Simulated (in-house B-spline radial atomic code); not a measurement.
A fraction x of an electron is removed from 4p in Rb III (Rb2+), starting from [Ar] 3d10 4s2 4p5 and keeping the highest spin. Level of theory: scalar-relativistic (X2C) BP86, spin-polarised, spherical fractional occupations, Fermi nucleus of rms radius 4.2036 fm; calculated with a radial B-spline atomic code at the basis-set limit.

```
   x  E(x) - E(0) (eV)  4p down level (eV)
   0            0.0000             -33.334
0.03            1.0054             -33.694
 0.2            6.9074             -35.745
0.28            9.8058             -36.717
0.43           15.4506             -38.549
 0.5           18.1790             -39.409
 0.6           22.1815             -40.643
0.63           23.4064             -41.014
 0.8           30.5581             -43.126
0.96           37.6182             -45.127
   1           39.4333             -45.629
```

The exact functional would give a straight line between the two integer points. Deviations E(x) - E(0) - x[E(1) - E(0)], in eV: -0.178 at x = 0.03, -0.979 at x = 0.2, -1.236 at x = 0.28, -1.506 at x = 0.43, -1.538 at x = 0.5, -1.478 at x = 0.6, -1.437 at x = 0.63, -0.989 at x = 0.8, -0.238 at x = 0.96.

The curve lies below the straight line by up to 1.538 eV (at x = 0.5): convex, the delocalisation error that favours fractional charges.

Question: How well does Slater's transition state (minus the level at half occupation) give the ionisation energy?

Answer: It gives 39.409 eV against 39.433 eV from the two total energies; NIST lists 39.25 eV, ground level to ground level.
